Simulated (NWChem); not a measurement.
The numbers come from NWChem runs, not from measurements. System: sulfur trioxide (O3S), charge 0, spin multiplicity 1, at a geometry optimised with PBE/def2-SVP. Level: B2PLYP/cc-pVTZ, 8 core orbitals frozen.

Output (cleaned and shortened):

```
             Northwest Computational Chemistry Package (NWChem) 7.3.0
             --------------------------------------------------------

                                NWChem Input Module
                                -------------------

 Scaling coordinates for geometry "geometry" by  1.889725989
 (inverse scale =  0.529177249)

 Turning off AUTOSYM since
 SYMMETRY directive was detected!

                             Geometry "geometry" -> ""
                             -------------------------

 Output coordinates in angstroms (scale by  1.889725989 to convert to a.u.)

  No.       Tag          Charge          X              Y              Z
 ---- ---------------- ---------- -------------- -------------- --------------
    1 O                    8.0000     0.00000000     0.00000000     1.46931000
    2 S                   16.0000     0.00000000     0.00000000     0.00000600
    3 O                    8.0000    -1.27245700     0.00000000    -0.73466100
    4 O                    8.0000     1.27245700     0.00000000    -0.73466100

 Effective nuclear repulsion energy (a.u.)     178.2223998048

            Nuclear Dipole moment (a.u.)
            ----------------------------
        X                 Y               Z
 ---------------- ---------------- ----------------
     0.0000000000     0.0000000000     0.0000000000

      Symmetry information
      --------------------

 Group name             C2v
 Group number             16
 Group order               4
 No. of unique centers     3

      Symmetry unique atoms

     1    2    3


 Summary of "ao basis" -> "" (spherical)
 ------------------------------------------------------------------------------
       Tag                 Description            Shells   Functions and Types
 ---------------- ------------------------------  ------  ---------------------
 *                          cc-pvtz                   on all atoms

  dft_input: which_mp2 not specified, using semidirect MP2 by default.

                                 NWChem DFT Module
                                 -----------------

 Summary of "ao basis" -> "ao basis" (spherical)
 ------------------------------------------------------------------------------
       Tag                 Description            Shells   Functions and Types
 ---------------- ------------------------------  ------  ---------------------
 O                          cc-pvtz                 10       30   4s3p2d1f
[...]
   Bfn.  Coefficient  Atom+Function         Bfn.  Coefficient  Atom+Function
  ----- ------------  ---------------      ----- ------------  ---------------
    45      1.806312  2 S  px                68      1.087468  3 O  s
    98     -1.087468  4 O  s                 39      0.569565  2 S  px
    11     -0.393143  1 O  px                77      0.390025  3 O  pz
   107     -0.390025  4 O  pz                75      0.282237  3 O  px
   105      0.282237  4 O  px                 8     -0.188282  1 O  px

 center of mass
 --------------
 x =   0.00000000 y =   0.00000000 z =  -0.00000000

 moments of inertia (a.u.)
 ------------------
         184.969432763697           0.000000000000           0.000000000000
           0.000000000000         369.937048444419           0.000000000000
           0.000000000000           0.000000000000         184.967615680722

     Multipole analysis of the density
     ---------------------------------

     L   x y z        total         alpha         beta         nuclear
     -   - - -        -----         -----         ----         -------
     0   0 0 0     -0.000000    -20.000000    -20.000000     40.000000

     1   1 0 0      0.000000      0.000000      0.000000      0.000000
     1   0 1 0     -0.000000     -0.000000     -0.000000      0.000000
     1   0 0 1     -0.001894     -0.000947     -0.000947      0.000000

     2   2 0 0    -23.582182    -58.047710    -58.047710     92.513239
     2   1 1 0     -0.000000     -0.000000     -0.000000      0.000000
     2   1 0 1     -0.000000     -0.000000     -0.000000      0.000000
     2   0 2 0    -18.660950     -9.330475     -9.330475      0.000000
     2   0 1 1     -0.000000     -0.000000     -0.000000      0.000000
     2   0 0 2    -23.588076    -58.051111    -58.051111     92.514147

                   NWChem MP2 Semi-direct Energy/Gradient Module
                   ---------------------------------------------

  Basis functions       =    124
  Molecular orbitals    =    124
  Frozen core           =      8
  Frozen virtuals       =      0
  Active alpha occupied =     12
  Active beta occupied  =     12
  Active alpha virtual  =    104
  Active beta virtual   =    104
  Use MO symmetry       = T
  Use skeleton AO sym   = T

  AO/Fock/Back tols     =   1.0D-09  1.0D-09  1.0D-09

 GA uses MA = F    GA memory limited = T

 Available:
  local mem=  4.43D+07
 global mem=  1.44D+08
 local disk=  0.00D+00
  mp2_memr nvloc                   104
  nvloc new                   104
   1 passes of  12:        5242880                      93742                  32796590.
   1 passes of  12: M     44321434           G      144148448           F      39078554.

 Semi-direct pass number   1 of   1  for RHF alpha+beta  at        5.7s
  vrange nnbf                  7723
  mp2_eaftype                   125  avail_ma_in_mb                   386
 EAF : mp2_eaftype filesize         125   16398295.
  mp2_eaf for mointskh                    125
Node 0 wrote     77.1 Mb in      0.1 s     Agg I/O rate:   650.5 Mb/s
 Done moints_semi at       16.7s
  mp2_eaftype                   125  avail_ma_in_mb                   386
 EAF : mp2_eaftype filesize         125   16398295.
  mp2_eaf for kh                   125
 Done maket at       17.1s
 Done multipass loop at       17.1s

          -------------------------------------------
          DFT energy                    -623.345108909228
          Unscaled MP2 energy             -1.131901281624
          Total DFT+MP2 energy          -623.650722255267
          -------------------------------------------

 -----------------------
 Performance information
 -----------------------

 Timer overhead =  1.24D-07 seconds/call

               Nr. of calls         CPU time (s)                 Wall time (s)                GFlops
             ---------------    -------------------     ------------------------------   -------------------
Name         Min   Avg   Max    Min     Avg     Max     Min     Avg     Max   Mx/calls   Min     Max     Sum
mp2: moin     1     1     1    11.     11.     11.      11.     11.     11.     11.      0.0     0.0     0.0
mp2: make     1     1     1   0.39    0.39    0.39     0.39    0.39    0.39    0.39      0.0     0.0     0.0
mp2: tota     1     1     1    11.     11.     11.      11.     11.     11.     11.      0.0     0.0     0.0

 The average no. of pstat calls per process was 3.00D+00
 with a timing overhead of 3.71D-07s

 Task  times  cpu:       17.0s     wall:       17.0s

 Total times  cpu:       17.1s     wall:       17.1s
```

Question: Write an NWChem input that would produce this output.

Answer: This is not unique; one that fits is 
```
start mol
memory heap 200 mb stack 900 mb global 1100 mb
geometry units angstroms nocenter noautoz
  O      0.000000     0.000000     1.469310
  S      0.000000     0.000000     0.000006
  O     -1.272457     0.000000    -0.734661
  O      1.272457     0.000000    -0.734661
  symmetry group C2v
end
basis spherical
  * library cc-pvtz
end
dft
  xc hfexch 0.53 becke88 0.47 lyp 0.73 mp2 0.27
  dftmp2
  semidirect memsize 60000000 filesize 0
  iterations 100
end
mp2
  freeze core 8
end
task dft energy
```
